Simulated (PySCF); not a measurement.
Method: PBE-D3(BJ)/def2-TZVP // PBE0-D3(BJ)/def2-TZVP (PySCF 2.14.0). Isolated molecules, 0 K electronic values unless said otherwise. Delta-SCF ions had no search for a lower state. 

Reference species (SMILES): `FC1=CC1` (neutral, multiplicity 1).

```yaml
HOMO: -6.08 eV
HOMO–LUMO gap: 5.51 eV
vertical ionisation energy (Delta-SCF): 9.67 eV
dipole_moment: 0.98 D
```

Changed species: `CC#CF`.

What does the change do to the HOMO, HOMO–LUMO gap, vertical ionisation energy (Delta-SCF) and dipole moment?

the HOMO falls by 0.22 eV, to -6.30 eV; the HOMO–LUMO gap rises by 1.23 eV, to 6.74 eV; the vertical ionisation energy (Delta-SCF) increases by 0.36 eV, to 10.03 eV; the dipole moment rises by 0.21 D, to 1.19 D.
